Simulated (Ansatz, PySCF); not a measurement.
Gas-phase reaction R1 → P1 + P2, each structure at its B3LYP-D3(BJ)/def2-TZVP stationary point, reached from a drawn start (curvature not checked).
R1: BH3O3 (SMILES OB(O)O), charge 0, multiplicity 1.
P1, BH2O2 (SMILES O[B]O) (charge 0, multiplicity 2):
```xyz
5

B      0.17628     0.42089    -0.40684
O      1.34978    -0.10897    -0.02487
H      1.27564    -0.81506     0.63691
O     -1.02427     0.01579     0.08083
H     -1.77744     0.48725    -0.28613
```
P2: OH (SMILES [OH]), charge 0, multiplicity 2.

Quantity: the reaction energy.

P less R. No zero-point or thermal terms; singlets are restricted closed shells; open shells are unrestricted; no spin–orbit coupling. One arrangement of each flexible species, with no search for the lowest.

Correlated levels freeze the cores.

Codes used: Ansatz (an electronic-structure program) with Gaussian orbitals; PySCF for the D3/D4 terms. Each number belongs to the level named beside it.

Costs are ratios of core time to PBE/def2-TZVPP (roughly 6 s), for whole runs (searches for the state included, and forces where a run took them) on one shared machine, so rough; each difference counts from 6.619 eV (CCSD(T)/cc-pVQZ, a level with limits of its own).

```csv
level,basis functions,cost
SVWN5/def2-TZVPP,166,×0.8
PBE/def2-TZVPP,166,×1
PBE-D3(BJ)/def2-TZVPP,166,×1
revPBE/def2-TZVPP,166,×1
B3LYP-D3(BJ)/def2-TZVPP,166,×1
BHLYP/def2-TZVPP,166,×1
BHLYP-D3(BJ)/def2-TZVPP,166,×1
r2SCAN/def2-TZVPP,166,×1
CCSD(T)/cc-pVDZ,71,×2
wB97X-V/def2-TZVPP,166,×3
wB97M-V/def2-TZVPP,166,×3
CCSD(T)/cc-pVTZ,162,×20
```

**Question.** Which is the cheapest listed level whose difference stays within 0.043 eV?

**Answer.** wB97X-V/def2-TZVPP (-0.022 eV, cost ×3).

**Question.** With a budget of 10 times the cost of PBE/def2-TZVPP, which level comes closest?

**Answer.** wB97X-V/def2-TZVPP, at -0.022 eV; next is wB97M-V/def2-TZVPP at 0.057 eV.

**Question.** What does the step from CCSD(T)/cc-pVDZ to CCSD(T)/cc-pVTZ cost and buy?

**Answer.** 71 to 162 functions, cost ×10 (rough); the difference goes from -0.232 to -0.044 eV.

Each difference (eV): SVWN5/def2-TZVPP 0.809; PBE/def2-TZVPP -0.162; PBE-D3(BJ)/def2-TZVPP -0.133; revPBE/def2-TZVPP -0.464; B3LYP-D3(BJ)/def2-TZVPP -0.212; BHLYP/def2-TZVPP -0.335; BHLYP-D3(BJ)/def2-TZVPP -0.300; r2SCAN/def2-TZVPP -0.268; CCSD(T)/cc-pVDZ -0.232; wB97X-V/def2-TZVPP -0.022; wB97M-V/def2-TZVPP 0.057; CCSD(T)/cc-pVTZ -0.044.
